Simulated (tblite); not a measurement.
Isomers of C8H5FO2. All values are computed: GFN2-xTB (tblite) harmonic vibrations without scaling, gas phase. The method is semi-empirical: single wavenumbers can be off by several per cent or more. One conformer each.

Electronic energies: GFN2-xTB at the same geometries; isomer energies are rough at this level and their order can be wrong.

```
             SMILES  electronic energy, lowest = 0 (kJ/mol)
 Fc1coc(-c2ccco2)c1                                     0.0
O=Cc1ccc(C(=O)F)cc1                                    41.3
   Fc1ccoc1-c1ccco1                                     2.9
O=Cc1cccc(C(=O)F)c1                                    41.9
```

Question: How do GFN2-xTB zero-point energies change the relative energies?

Answer: 
```csv
SMILES,ZPE (kJ/mol),of it from modes above 1550 cm⁻¹,electronic (kJ/mol),"with ZPE, lowest = 0 (kJ/mol)",lowest mode (cm⁻¹),rings
Fc1coc(-c2ccco2)c1,287.4,114.5,0.0,0.0,62,2
Fc1ccoc1-c1ccco1,287.7,114.3,2.9,3.3,55,2
O=Cc1ccc(C(=O)F)cc1,281.3,130.9,41.3,35.2,51,1
O=Cc1cccc(C(=O)F)c1,281.3,130.8,41.9,35.8,45,1
```

The zero-point energies span 6.4 kJ/mol, from `O=Cc1cccc(C(=O)F)c1` to `Fc1ccoc1-c1ccco1`. The order is unchanged.

Question: What do entropy and thermal enthalpy add at 298.15 K and 1 bar (rigid rotor, harmonic oscillator, one conformer each)?

Answer: 
```tsv
SMILES	point group	symmetry number	S (J/(mol K))	H − H(0) (kJ/mol)	ZPE + H − H(0) − TS (kJ/mol)
Fc1coc(-c2ccco2)c1	Cs	1	385.7	24.70	197.1
Fc1ccoc1-c1ccco1	Cs	1	385.6	24.69	197.5
O=Cc1ccc(C(=O)F)cc1	Cs	1	408.1	27.46	187.1
O=Cc1cccc(C(=O)F)c1	Cs	1	407.8	27.44	187.1
```
